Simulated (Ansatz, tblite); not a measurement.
Cost and result up the ladder for Al4Ru (5 atoms). Charge 0, multiplicity 1. Geometry: PBE0-D4/def2-SVP.

```xyz
5

Ru    0.861    0.209    0.327
Al   -0.779    1.134   -0.963
Al    1.235   -0.878   -1.768
Al   -0.666   -1.485    0.415
Al   -0.652    1.019    1.990
```

Ansatz on 4 threads of Arm Neoverse V1 on a shared host; xTB runs through tblite on one thread. Times are rough, summed over both states, and most runs start from the orbitals of an earlier one. B2PLYP/def2-TZVP serves as the yardstick here, not as an exact answer. The other state is a triplet at its own geometry.

In the def2 sets Ru takes a core potential; there is no spin–orbit coupling. The xTB rows come from tblite. HSE06 is defined as in plane-wave codes, on full-range PBE exchange. Correlated methods freeze 20 core orbitals; core or outer-core shells of Ru are correlated, in sets that lack core-valence functions. The structure comes from a short search, and lower isomers may exist.

xTB has no spin-polarisation term.

```json
{"level": "GFN1-xTB", "functions": "45", "wall time": "0.014 s", "triplet − singlet (eV)": "1.54", "difference from B2PLYP/def2-TZVP (eV)": "0.26"}
{"level": "GFN2-xTB", "functions": "45", "wall time": "0.11 s", "triplet − singlet (eV)": "-0.30", "difference from B2PLYP/def2-TZVP (eV)": "-1.58"}
{"level": "PBE-D4/def2-TZVP", "functions": "188", "wall time": "7.9 s", "triplet − singlet (eV)": "0.90", "difference from B2PLYP/def2-TZVP (eV)": "-0.37"}
{"level": "HSE06-D4/def2-TZVP", "functions": "188", "wall time": "14 s", "triplet − singlet (eV)": "0.79", "difference from B2PLYP/def2-TZVP (eV)": "-0.49"}
{"level": "PBE0-D4/def2-TZVP", "functions": "188", "wall time": "17 s", "triplet − singlet (eV)": "0.77", "difference from B2PLYP/def2-TZVP (eV)": "-0.50"}
{"level": "r2SCAN-D4/def2-TZVP (with forces)", "functions": "188", "wall time": "21 s", "triplet − singlet (eV)": "0.87", "difference from B2PLYP/def2-TZVP (eV)": "-0.40"}
{"level": "B2PLYP/def2-TZVP", "functions": "188", "wall time": "22 s", "triplet − singlet (eV)": "1.27", "difference from B2PLYP/def2-TZVP (eV)": "0.00"}
```
